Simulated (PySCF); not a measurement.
## A small calculation by hand: chemical shift, span and skew from a shielding tensor

C5H6O2, SMILES C=C=CCC(O)=O. Atoms are numbered in the order given.

```xyz
13

C     -3.3011     0.6049     0.3858
C     -2.0852     0.1268     0.5001
C     -0.8679    -0.3520     0.6096
C      0.0809    -0.5277    -0.5474
C      1.4860    -0.0684    -0.2111
O      1.9190     0.1262     0.9001
O      2.2368     0.0721    -1.3252
H     -3.5036     1.6772     0.4839
H     -4.1573    -0.0511     0.1934
H     -0.4859    -0.6408     1.5962
H      0.1664    -1.5975    -0.8194
H     -0.2683    -0.0101    -1.4523
H      3.1265     0.3353    -1.0227
```

Coordinates come from a TPSSh-D3(BJ)/def2-SVP optimisation. The values are those of a single conformer.

GIAO shieldings from PBE/pcSseg-1 run with PySCF, non-relativistic, no solvent. The symmetric part of the tensor of C2 has the principal values -70.7, -46.4, -2.1 ppm. The same nucleus in TMS has σ = 182.0 ppm at this level (PySCF, at its B3LYP-D3(BJ)/def2-TZVP geometry).

Task: Work out the isotropic shielding, the ¹³C shift against TMS, the span and the skew.

Result: 
σ(iso) = (σ11 + σ22 + σ33)/3 = -39.7 ppm. δ = σ(ref) − σ(iso) = 182.0 − (-39.7) = 221.7 ppm.
Span Ω = σ33 − σ11 = 68.6 ppm. Skew κ = 3(σ(iso) − σ22)/Ω = 0.29. Tumbling in solution averages the tensor to δ; in a static solid the shielding alone would spread this spin-1/2 line over Ω.
